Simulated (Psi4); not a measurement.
C2H5GaO (SMILES C=[CH][GaH][OH]), singlet, at a GFN2-xTB geometry (such geometries of metal compounds can be far from the true shape), atoms displaced at random by about 0.03 Å a coordinate; B3LYP/STO-3G, gradient in Psi4 1.11.

Input for Psi4:
```
memory 2 GB

molecule {
0 1
Ga   -0.51795979    0.33055016    0.10913938
H    -2.00062417    0.76918306    0.04655463
C     0.26453926   -1.17265301   -1.04870571
C     1.53304482   -1.51344207   -0.91284385
H    -0.34092063   -1.68054487   -1.79782880
H     2.02148904   -2.26114685   -1.54050216
H     2.18671758   -0.99826033   -0.14010756
O     0.29325213    1.19920839    1.30207027
H     1.00329732    1.46551927    1.86039462
symmetry c1
no_reorient
no_com
}

set {
  basis sto-3g
}

gradient('b3lyp')
print_variables()
```

Output, abridged:

```
gradient() will perform analytic gradient computation.

   => Loading Basis Set <=

    Name: STO-3G
    Role: ORBITAL
    Keyword: BASIS

         ---------------------------------------------------------
                                   SCF
               by Justin Turney, Rob Parrish, Andy Simmonett
                          and Daniel G. A. Smith
                              RKS Reference
         ---------------------------------------------------------

  ==> Geometry <==

    Molecular point group: c1
    Full point group: C1

    Geometry (in Angstrom), charge = 0, multiplicity = 1:

       Center              X                  Y                   Z               Mass
    ------------   -----------------  -----------------  -----------------  -----------------
         GA          -0.517959790000     0.330550160000     0.109139380000    68.925573500000
         H           -2.000624170000     0.769183060000     0.046554630000     1.007825032230
         C            0.264539260000    -1.172653010000    -1.048705710000    12.000000000000
         C            1.533044820000    -1.513442070000    -0.912843850000    12.000000000000
         H           -0.340920630000    -1.680544870000    -1.797828800000     1.007825032230
         H            2.021489040000    -2.261146850000    -1.540502160000     1.007825032230
         H            2.186717580000    -0.998260330000    -0.140107560000     1.007825032230
         O            0.293252130000     1.199208390000     1.302070270000    15.994914619570
         H            1.003297320000     1.465519270000     1.860394620000     1.007825032230

  Running in c1 symmetry.

  Rotational constants: A =      0.36971  B =      0.10278  C =      0.08044 [cm^-1]
  Rotational constants: A =  11083.67797  B =   3081.36873  C =   2411.42812 [MHz]
  Nuclear repulsion =  247.875250467620930

  Charge       = 0
  Multiplicity = 1
  Electrons    = 56
  Nalpha       = 28
  Nbeta        = 28

  ==> Algorithm <==

  SCF Algorithm Type is DF.
  DIIS enabled.
  MOM disabled.
  Fractional occupation disabled.
  Guess Type is SAD.
  Energy threshold   = 1.00e-08
  Density threshold  = 1.00e-08
  Integral threshold = 1.00e-12

  ==> Primary Basis <==

  Basis Set: STO-3G
    Blend: STO-3G
    Number of shells: 22
    Number of basis functions: 38
    Number of Cartesian functions: 39
    Spherical Harmonics?: true
    Max angular momentum: 2

  ==> DFT Potential <==

   => LibXC <=

    Version 7.1.2
[...]
  @DF-RKS Final Energy: -2054.61957858390861
    Total Energy =                      -2054.6195785839086057
[...]

    Version 7.1.2
    S. Lehtola, C. Steigemann, M. J. T. Oliveira, and M. A. L. Marques,  SoftwareX 7, 1–5 (2018) (10.1016/j.softx.2017.11.002)

   => Composite Functional: B3LYP <=

    B3LYP Hyb-GGA Exchange-Correlation Functional

    P. J. Stephens, F. J. Devlin, C. F. Chabalowski, and M. J. Frisch,  J. Phys. Chem. 98, 11623 (1994) (10.1021/j100096a001)

    Deriv               =              1
    GGA                 =           TRUE
    Meta                =          FALSE

    Exchange Hybrid     =           TRUE
    MP2 Hybrid          =          FALSE

   => Exchange Functionals <=

    0.0800   Slater exchange
    0.7200         Becke 88

   => Exact (HF) Exchange <=

    0.2000               HF

   => Correlation Functionals <=

    0.1900   Vosko, Wilk & Nusair (VWN5_RPA)
    0.8100   Lee, Yang & Parr

   => LibXC Density Thresholds  <==

    XC_HYB_GGA_XC_B3LYP:  1.00E-15

   => Molecular Quadrature <=

    Radial Scheme          =       TREUTLER
    Pruning Scheme         =           NONE
    Nuclear Scheme         =       TREUTLER

    Blocking Scheme        =         OCTREE
    BS radius alpha        =              1
    Pruning alpha          =              1
    Radial Points          =             75
    Spherical Points       =            302
    Total Points           =         192710
    Total Blocks           =           1481
    Max Points             =            256
    Max Functions          =             36
    Weights Tolerance      =       1.00E-15

  -Total Gradient:
     Atom            X                  Y                   Z
    ------   -----------------  -----------------  -----------------
       1       -0.047092570607    -0.035103178588    -0.058989783793
       2       -0.049706408789     0.012862445626    -0.003683518803
       3        0.046764175124    -0.062389118149    -0.043785973395
       4       -0.041399103897    -0.010236011805    -0.022671128886
       5        0.006294378990     0.003335902498     0.006614126384
       6       -0.004850267199     0.005909561566     0.001242628384
       7        0.011300603245     0.015650423045     0.020416757315
       8        0.137591387168     0.075606307280     0.130015046040
       9       -0.058799482316    -0.005584483856    -0.029018031316

  Variable Map:
  ----------------------------------------------------------------------------
[...]
  Array Variable Map:
  ----------------------------------------------------------------------------
[...]
[...]
```
